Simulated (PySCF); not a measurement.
This PySCF input asks for the NMR shieldings of SMILES CB(C)[C@@]1(CF)[C@@H]2C[C@@H]21, C$_{7}$H$_{12}$BF; the geometry comes from GFN2-xTB.

```python
import basis_set_exchange as bse
import numpy as np
from pyscf import gto, dft
from pyscf.prop import nmr

atoms = """
C    -2.226215   -0.790871   -0.523649
B    -1.100492    0.209281   -0.062924
C    -1.475939    1.700019    0.283161
C     0.404729   -0.269571    0.037629
C     0.616351   -1.776386    0.026872
F    -0.073346   -2.355108    1.074987
C     1.403489    0.633428   -0.665334
C     2.638086    0.283924    0.103919
C     1.362819    0.618837    0.810636
H    -2.024660   -1.163060   -1.528288
H    -2.258955   -1.670165    0.117014
H    -3.221098   -0.352987   -0.533277
H    -2.304482    2.073551   -0.314430
H    -0.655143    2.407876    0.199898
H    -1.814496    1.732276    1.320011
H     0.211993   -2.218952   -0.889464
H     1.653899   -2.089210    0.155945
H     1.235086    1.379146   -1.413282
H     3.038667   -0.719761    0.099052
H     3.418072    1.037196    0.134533
H     1.162716    1.347481    1.566519
"""
names = dict.fromkeys(["C", "B", "F", "H"], "pcSseg-1")
basis = {el: gto.basis.parse(bse.get_basis(n, elements=[el], fmt="nwchem")) for el, n in names.items()}
mol = gto.M(atom=atoms, basis=basis, charge=0, verbose=0)
mf = dft.RKS(mol, xc="PBE0")
mf.grids.level = 2
mf.grids.alignment = dft.numint.BLKSIZE   # the property module wants whole blocks of grid points
mf.conv_tol = 1e-9
mf.kernel()

calc = nmr.RKS(mf)   # GIAO
C = mf.mo_coeff
Co = C[:, mf.mo_occ > 0]
resp = mf.gen_response(singlet=True, hermi=2)
def vind(x):   # induced exchange potential for any number of trial vectors
    d = np.einsum("pi,xij,qj->xpq", C, 2 * x.reshape(-1, C.shape[1], Co.shape[1]), Co, optimize=True)
    return np.einsum("xpq,pi,qj->xij", resp(d - d.transpose(0, 2, 1)), C, Co, optimize=True).ravel()
mo1, _ = nmr.rhf.solve_mo1(calc, with_cphf=vind)
sigma = calc.kernel(mo1)
for i, s in enumerate(sigma):   # ppm
    w = np.linalg.eigvalsh((s + s.T) / 2)
    print("%2d %-2s iso %8.1f  s11 %8.1f  s22 %8.1f  s33 %8.1f" % (i, mol.atom_pure_symbol(i), w.mean(), *w))
```

Question: What are the results?

Answer: 
```
 0 C  iso    173.6  s11    153.8  s22    180.6  s33    186.6
 1 B  iso     15.1  s11    -45.5  s22    -24.7  s33    115.5
 2 C  iso    174.9  s11    154.5  s22    182.0  s33    188.1
 3 C  iso    132.0  s11     92.8  s22    146.5  s33    156.8
 4 C  iso    105.7  s11     62.0  s22     85.9  s33    169.1
 5 F  iso    422.4  s11    391.8  s22    409.0  s33    466.3
 6 C  iso    174.9  s11    137.4  s22    184.6  s33    202.7
 7 C  iso    155.1  s11    132.3  s22    164.2  s33    168.8
 8 C  iso    174.3  s11    138.8  s22    183.6  s33    200.4
 9 H  iso     30.8  s11     26.5  s22     30.0  s33     36.0
10 H  iso     30.2  s11     24.7  s22     30.7  s33     35.1
11 H  iso     30.6  s11     26.5  s22     29.7  s33     35.8
12 H  iso     30.9  s11     26.8  s22     29.2  s33     36.6
13 H  iso     30.7  s11     25.5  s22     32.8  s33     34.0
14 H  iso     31.3  s11     27.0  s22     29.7  s33     37.3
15 H  iso     26.8  s11     23.5  s22     27.1  s33     29.9
16 H  iso     27.1  s11     20.8  s22     29.5  s33     30.9
17 H  iso     30.0  s11     23.4  s22     27.8  s33     38.8
18 H  iso     30.1  s11     22.8  s22     30.1  s33     37.4
19 H  iso     30.1  s11     24.4  s22     25.8  s33     40.0
20 H  iso     29.4  s11     22.6  s22     27.8  s33     38.0
```

These numbers come from an equivalent density-fitted implementation of the same equations, which agrees with the script to about 0.01 ppm for H and up to a few tenths of a ppm for heavy atoms, so last digits may differ.

Size and cost of the density-fitted run: 213 basis functions, 80 s wall time on 1 thread of an Arm Neoverse N1, shared host; peak memory 0.97 GiB.
